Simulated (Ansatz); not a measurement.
Start from `N[SiH2]N[SiH](N)F` and change one atom or group to get `N[Si@H](O)N[Si@@H](N)F`.

Ansatz, PBE0-D4/def2-TZVP geometries, multiplicity 1. Each molecule was computed in one conformer, which needn't be the lowest.

| property | `N[SiH2]N[SiH](N)F` |
| --- | --- |
| HOMO–LUMO gap (PBE/def2-TZVPP) / eV | 5.74 |
| HOMO–LUMO gap (B3LYP/def2-TZVPP) / eV | 7.46 |
| HOMO–LUMO gap (ωB97M-V/def2-TZVPP) / eV | 11.85 |
| HOMO energy (PBE0/def2-TZVPP) / eV | -7.44 |
| LUMO energy (PBE/def2-TZVPP) / eV | -0.26 |
| LUMO energy (ωB97M-V/def2-TZVPP) / eV | 2.02 |

(1) What does the change do to each property? (Best estimate.)

## Answers

(1) Ansatz gave: 
```tsv
property	`N[Si@H](O)N[Si@@H](N)F`	shift
HOMO–LUMO gap (PBE/def2-TZVPP) / eV	5.98	0.24
HOMO–LUMO gap (B3LYP/def2-TZVPP) / eV	7.69	0.23
HOMO–LUMO gap (ωB97M-V/def2-TZVPP) / eV	12.12	0.27
HOMO energy (PBE0/def2-TZVPP) / eV	-7.63	-0.19
LUMO energy (PBE/def2-TZVPP) / eV	-0.15	0.11
LUMO energy (ωB97M-V/def2-TZVPP) / eV	2.07	0.05
```

With PBE0 the HOMO falls by 0.19 eV and the LUMO rises by 0.11 eV, so the gap widens by about 0.30 eV. PBE moves the HOMO by -0.14 eV and ωB97M-V by -0.23 eV.

B3LYP here is the variant with VWN-RPA as its local correlation; programs differ in this.
